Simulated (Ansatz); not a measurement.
CH2AlFTe, SMILES `F[CH]1[AlH][Te]1`, 6 atoms. Total charge 0; spin multiplicity 1. Correlated methods include outer-core shells of Te, which these sets cover unevenly. Te takes the def2 core potential. All runs use 2 threads of an Arm Neoverse V1 on a shared host. Correlated methods freeze the cores.

Give the basis size and wall time and peak host memory of each of these runs in Ansatz. RKS PBE-QIDH (frozen core)/def2-TZVPP energy; RKS BHLYP-D4/def2-TZVPP energy; RHF-MP2/def2-QZVPP energy; RKS BLYP-D4/def2-TZVPP energy; direct RPA on PBE orbitals/def2-TZVPP energy; RKS LC-ωPBE/def2-TZVPP energy; RKS ωB97M-V/def2-SVP energy; RKS ωB97M-V/def2-QZVPP energy; RKS PBE0-D4/def2-TZVP relaxation (9 steps); RKS PBE0-D4/def2-TZVP frequencies; RKS PBE0-D4/def2-SVP energy; RHF-CCSD(T)/def2-TZVPP energy. (Estimate.)

The calculation gave: Other jobs shared the machine, so times are rough.

```tsv
level	job	functions	wall time	peak host memory (GiB)
RKS PBE0-D4/def2-SVP	energy	82	1.6 s	0.16
RKS BLYP-D4/def2-TZVPP	energy	182	2.2 s	0.2
RKS LC-ωPBE/def2-TZVPP	energy	182	2.9 s	0.27
RKS BHLYP-D4/def2-TZVPP	energy	182	4.2 s	0.44
direct RPA on PBE orbitals/def2-TZVPP	energy	182	5.5 s	0.4
RKS PBE-QIDH (frozen core)/def2-TZVPP	energy	182	6.5 s	0.42
RKS ωB97M-V/def2-SVP	energy	82	7.5 s	0.24
RHF-MP2/def2-QZVPP	energy	326	16 s	1.2
RKS ωB97M-V/def2-QZVPP	energy	326	21 s	1.1
RKS PBE0-D4/def2-TZVP	relaxation (9 steps)	161	41 s	0.37
RHF-CCSD(T)/def2-TZVPP	energy	182	86 s	2
RKS PBE0-D4/def2-TZVP	frequencies	161	110 s	0.37
```

LC-ωPBE has ω = 0.4 bohr⁻¹.
